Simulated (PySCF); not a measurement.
**MGa for M along the halogens**

HF with triple-zeta basis sets in PySCF, for the lowest determinant that a PBE0 search found; no spin–orbit coupling. De refers to high-spin ground-configuration atoms. A positive dipole means M(−)Ga(+).

```json
{"M": "F", "basis": "def2-TZVPP", "reference": "RHF", "state (unpaired electrons)": "singlet (closed shell)", "Re (Å)": "1.766", "ωe (cm⁻¹)": "654", "De (eV)": "4.21", "μ (D)": "2.15"}
{"M": "Cl", "basis": "def2-TZVPP", "reference": "RHF", "state (unpaired electrons)": "singlet (closed shell)", "Re (Å)": "2.229", "ωe (cm⁻¹)": "364", "De (eV)": "3.63", "μ (D)": "2.51"}
{"M": "Br", "basis": "def2-TZVPP", "reference": "RHF", "state (unpaired electrons)": "singlet (closed shell)", "Re (Å)": "2.398", "ωe (cm⁻¹)": "259", "De (eV)": "3.24", "μ (D)": "2.78"}
{"M": "I", "basis": "x2c-TZVPPall", "reference": "RHF", "state (unpaired electrons)": "singlet (closed shell)", "Re (Å)": "2.627", "ωe (cm⁻¹)": "208", "De (eV)": "2.70", "μ (D)": "3.01"}
```

Task: By what factor does the harmonic wavenumber vary along the series?

Result: At HF it runs from 208 cm⁻¹ (GaI) to 654 cm⁻¹ (GaF), a factor of 3.14.

The rows differ in basis set, which adds steps of its own.

Down a group the atoms grow and get heavier, so bonds lengthen and wavenumbers fall; this series shows no clear exception.

Spin–orbit coupling is left out, which matters for elements this heavy, above all for dissociation energies. Where the molecule has an RHF reference, its open-shell atoms are computed with UHF. Hartree–Fock leaves out correlation, which carries a large part of most bond energies and some tenths to 1 eV of ionisation energies.
